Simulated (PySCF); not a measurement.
SMILES CB(C)C#C[Si](F)(F)F (C4H6BF3Si) (GFN2-xTB optimised geometry):

```
15

Si    -1.397    -2.507     0.004
F     -0.584    -3.679     0.697
F     -2.789    -2.476     0.761
F     -1.729    -3.041    -1.452
C     -0.524    -0.905     0.003
C      0.057     0.160     0.002
B      0.782     1.490     0.000
C     -0.068     2.814     0.000
C      2.355     1.490     0.000
H     -0.359     3.034     1.028
H     -0.994     2.726    -0.563
H      0.480     3.679    -0.364
H      2.779     0.686     0.598
H      2.789     2.431     0.327
H      2.701     1.318    -1.021
```

Computed with CAM-B3LYP/def2-TZVP in PySCF 2.14.0.

Question: What are the frontier orbital energies and the dipole moment?

Answer: HOMO-2 -11.39 eV, HOMO-1 -10.63 eV, HOMO -9.95 eV, LUMO -1.35 eV, LUMO+1 0.43 eV; dipole moment 3.57 D.

On the same geometry PySCF with PBE/def2-TZVP gives HOMO-2 -8.49 eV, HOMO-1 -8.05 eV, HOMO -7.33 eV, LUMO -3.35 eV, LUMO+1 -1.61 eV; dipole moment 3.45 D.

Meta-Löwdin charges at CAM-B3LYP/def2-TZVP: Si1 1.68, F2 -0.48, F3 -0.48, F4 -0.48, C5 -0.34, C6 -0.02, B7 0.25, C8 -0.45, C9 -0.45, H10 0.15, H11 0.13, H12 0.12, H13 0.13, H14 0.12, H15 0.15.
